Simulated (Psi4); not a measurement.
Two rigid molecules brought together: AlBr3 ··· HF (SMILES [Br][Al]([Br])[Br] and F). Monomers: optimised at B3LYP-D3(BJ) (def2-TZVP), held rigid. Orientation: lowest of the rigid-body minima from ten starts at GFN2-xTB (searched outside a hard wall at short contacts). Only R, the distance of the centres of mass, is varied, so the lowest point isn't the relaxed dimer. The shortest distances reach bonding range, where SAPT0 and rigid monomers are unreliable.

Method: Psi4 with SAPT0/jun-cc-pVDZ, frozen core.

Components in kcal/mol:

| R / Å | electrostatics | exchange | induction | dispersion | total |
|---|---|---|---|---|---|
| 2.04 | -27.38 | 45.08 | -14.24 | -5.05 | -1.58 |
| 2.27 | -16.94 | 23.70 | -7.91 | -3.52 | -4.68 |
| 2.46 | -11.67 | 13.79 | -4.68 | -2.59 | -5.15 |
| 2.69 | -7.71 | 7.07 | -2.46 | -1.77 | -4.87 |
| 2.84 | -6.02 | 4.53 | -1.62 | -1.39 | -4.50 |
| 3.19 | -3.63 | 1.56 | -0.65 | -0.80 | -3.51 |
| 3.45 | -2.64 | 0.69 | -0.35 | -0.54 | -2.84 |
| 3.97 | -1.56 | 0.13 | -0.13 | -0.26 | -1.81 |
| 4.66 | -0.88 | 0.01 | -0.04 | -0.11 | -1.02 |
| 5.63 | -0.44 | 0.00 | -0.01 | -0.04 | -0.49 |
| 6.96 | -0.20 | 0.00 | 0.00 | -0.01 | -0.22 |
